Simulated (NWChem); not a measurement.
Species: C$_{2}$H$_{4}$FNOSi; SMILES F[Si@@H]1C=NCO1

```xyz
10

F      0.0859     2.0091    -0.6413
Si     0.0194     0.8000     0.4614
C      1.3080    -0.5495     0.1468
N      0.7300    -1.6301    -0.2600
C     -0.7127    -1.5320    -0.3060
O     -1.2273    -0.2809     0.1403
H     -0.1504     1.4745     1.7800
H      2.4127    -0.5356     0.2127
H     -1.0360    -1.7277    -1.3544
H     -1.1341    -2.3452     0.3274
```
Atoms are numbered in this order, from 1.

Computed with NWChem. Pople sets run with spherical d functions. Structure relaxed at the PBE-D3(BJ)/def2-SVP level. Level PBE/6-31G*: energy and gradient on several grids; changes count from the extra-fine grid, which is no exact limit either.

| grid | size of the energy change (μHa) | largest change of a gradient component (μHa/bohr) | time, medium = 1 (rough) |
|---|---|---|---|
| xcoarse | 4000 | 4000 | about 1 |
| coarse | 20 | 300 | about 1 |
| medium | < 10 | 80 | about 1 |
| fine | < 10 | < 30 | about 1 |
| xfine | < 10 | < 30 | 2 |
